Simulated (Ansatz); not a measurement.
`FC(F)C[SiH3]` + HBr → `FC(F)CBr` + SiH₄  (substitution at a C–Si bond)

Gas-phase electronic energies from Ansatz, PBE0-D4/def2-TZVP geometries. CBS: MP2 limit from def2 TZ/QZ plus the TZ coupled-cluster correction, frozen cores. This one scheme is used for every species. DFT in def2-TZVPP. B3LYP here is the variant with VWN-RPA as its local correlation; programs differ in this. HSE06 is defined as in plane-wave codes. For Br outer-core shells are correlated without core-valence functions, which leaves a few kJ/mol of doubt a bond. Scalar relativity is left out up to krypton. Each species was taken in one conformer, which may not be the lowest.

`FC(F)C[SiH3]`:

Cartesian coordinates in Å:
```
F -0.869 1.743 0.508
C 0.308 1.109 0.770
F 0.621 1.387 2.066
C 0.166 -0.369 0.561
Si -0.373 -0.857 -1.180
H 1.079 1.571 0.143
H 1.130 -0.840 0.775
H -0.554 -0.753 1.290
H -0.230 -2.329 -1.320
H -1.783 -0.474 -1.434
H 0.505 -0.189 -2.178
```

HBr:

```xyz
2

Br   -0.349   -0.615   -0.066
H     0.349    0.615    0.066
```

`FC(F)CBr`:

Cartesian coordinates in Å:
```
F 0.501 0.363 1.623
C -0.218 -0.284 0.680
F -1.532 -0.075 0.958
C 0.062 0.281 -0.688
Br 1.862 -0.131 -1.245
H -0.012 -1.355 0.761
H -0.615 -0.161 -1.415
H -0.049 1.363 -0.673
```

SiH₄:

```xyz
5

Si    0.000    0.000    0.000
H    -1.445   -0.014    0.340
H     0.786    0.390    1.197
H     0.242    0.977   -1.091
H     0.416   -1.353   -0.446
```

Question: Is it downhill or uphill in electronic energy at CCSD(T)/CBS, and by how much? (Best estimate.)

Answer: Computed: Uphill: ΔE = +55.3 kJ/mol.

Question: What do these levels give: r2SCAN-D4, B3LYP-D4, PBE-QIDH, PBE0, r2SCAN0, HSE06, CAM-B3LYP, MP2/def2-SVP, SCS-MP2/def2-TZVPP, HF/def2-QZVPP, MP2/def2-QZVPP, SCS-MP2/def2-QZVPP? (An estimate is asked.)

Answer: Computed: r2SCAN-D4 56.9, B3LYP-D4 52.9, PBE-QIDH 56.3, PBE0 55.4, r2SCAN0 57.7, HSE06 55.2, CAM-B3LYP 54.9, MP2/def2-SVP 59.9, SCS-MP2/def2-TZVPP 50.2, HF/def2-QZVPP 49.4, MP2/def2-QZVPP 55.2, SCS-MP2/def2-QZVPP 51.6 kJ/mol.

Largest T1 diagnostic among the species: 0.011.

From BLYP to BHLYP (50 % exact exchange), in def2-TZVPP and without D4, ΔE moves by +4.9 kJ/mol. At CCSD(T), def2-SVP lies +3.2 kJ/mol from the extrapolated value and def2-TZVPP −1.8 kJ/mol. In def2-TZVPP, CCSD(T) changes the Hartree–Fock value by +4.7 kJ/mol (the triples alone add −0.6 kJ/mol) and MP2 by +5.2 kJ/mol.
